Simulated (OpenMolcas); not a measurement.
**Lines of Se I: computed and rescaled rates**

```json
{
  "Program": "OpenMolcas",
  "Method": "CASSCF",
  "Basis": "ANO-RCC-VQZP [7s6p4d2f1g]",
  "Scalar Hamiltonian": "DKH2, point nucleus",
  "Active space": "4 electrons in 3 orbitals (4p)",
  "State averaging": "2S+1 = 3 even, 3 roots; 2S+1 = 1 even, 6 roots",
  "Spin-orbit coupling": "state interaction with AMFI integrals over the reference wave functions, term energies averaged over their components"
}
```

Rates come from the transition moments of the reference wave functions (E1 and E2 in the length form). At fixed line strength A goes as λ^-3 for E1 and M1 and as λ^-5 for E2, so a rate at the computed wavelength can be rescaled to the measured one. Measured vacuum wavelengths follow from level energies in NIST Handbook of Basic Atomic Spectroscopic Data. Branching counts decays inside the model space alone, at computed energies, and the table is only a selection of the E2 and M1 lines, drawn from those between levels with measured partners whose computed energy lies within a factor of 1.5 of the measured one.

```json
{"Upper": "4s² 4p⁴ ³P₀", "Lower": "4s² 4p⁴ ³P₁", "Type": "M1", "λ computed (nm)": "16100", "λ measured (nm)": "18350", "A computed (s-1)": "1.29e-02", "A rescaled (s-1)": "8.71e-03", "Branching %": "98.8"}
{"Upper": "4s² 4p⁴ ³P₁", "Lower": "4s² 4p⁴ ³P₂", "Type": "M1", "λ computed (nm)": "5479", "λ measured (nm)": "5026", "A computed (s-1)": "1.36e-01", "A rescaled (s-1)": "1.76e-01", "Branching %": "100.0"}
{"Upper": "4s² 4p⁴ ³P₀", "Lower": "4s² 4p⁴ ³P₂", "Type": "E2", "λ computed (nm)": "4088", "λ measured (nm)": "3946", "A computed (s-1)": "1.52e-04", "A rescaled (s-1)": "1.81e-04", "Branching %": "1.2"}
{"Upper": "4s² 4p⁴ ¹D₂", "Lower": "4s² 4p⁴ ³P₁", "Type": "M1", "λ computed (nm)": "1003", "λ measured (nm)": "1318", "A computed (s-1)": "1.41e-01", "A rescaled (s-1)": "", "Branching %": "16.6"}
{"Upper": "4s² 4p⁴ ¹D₂", "Lower": "4s² 4p⁴ ³P₂", "Type": "M1", "λ computed (nm)": "847.5", "λ measured (nm)": "1044", "A computed (s-1)": "6.92e-01", "A rescaled (s-1)": "", "Branching %": "81.7"}
{"Upper": "4s² 4p⁴ ¹D₂", "Lower": "4s² 4p⁴ ³P₂", "Type": "E2", "λ computed (nm)": "847.5", "λ measured (nm)": "1044", "A computed (s-1)": "1.32e-02", "A rescaled (s-1)": "", "Branching %": "1.6"}
{"Upper": "4s² 4p⁴ ¹S₀", "Lower": "4s² 4p⁴ ¹D₂", "Type": "E2", "λ computed (nm)": "624.4", "λ measured (nm)": "777", "A computed (s-1)": "7.47e+00", "A rescaled (s-1)": "2.50e+00", "Branching %": "45.4"}
{"Upper": "4s² 4p⁴ ¹S₀", "Lower": "4s² 4p⁴ ³P₁", "Type": "M1", "λ computed (nm)": "384.8", "λ measured (nm)": "488.8", "A computed (s-1)": "8.61e+00", "A rescaled (s-1)": "", "Branching %": "52.3"}
{"Upper": "4s² 4p⁴ ¹S₀", "Lower": "4s² 4p⁴ ³P₂", "Type": "E2", "λ computed (nm)": "359.5", "λ measured (nm)": "445.5", "A computed (s-1)": "3.70e-01", "A rescaled (s-1)": "", "Branching %": "2.3"}
```

Spin-changing lines and M1 lines between different terms are not rescaled, since their strength hangs on the term gaps too.

The largest correction is for 4s² 4p⁴ ¹S₀ → 4s² 4p⁴ ¹D₂ (E2): 7.47e+00 × (624.4 / 777)^5 = 2.50e+00 s-1, a factor of 0.34.

The computed rate and branching of 4s² 4p⁴ ³P₁ → 4s² 4p⁴ ³P₂ give the upper level a radiative lifetime of 1.000 / 1.36e-01 s-1 = 7.35e+00 s, counting decays inside the model space alone. The rescaled rate gives about 5.7e+00 s.

No measured rate stands beside these. Rescaling mends the energy factor alone: line strengths can still be far off where a level mixes with configurations outside the active space, and weak or spin-changing lines hang on small mixing coefficients that depend on the term gaps too, so rescaling need not improve them.

Without dynamic correlation excited terms often stand tens of per cent too high (terms of higher spin than the ground term too low), and those without a measured partner can miss by more than the paired ones. With the s shell closed, the reference lacks s² → p² mixing. Measured partners are found by configuration, term and J. A level has none where our copy of the source lacks it or the pairing is in doubt (some pairs that miss far off the trend of their configuration count as doubtful). Levels of configurations outside the active space are missing.
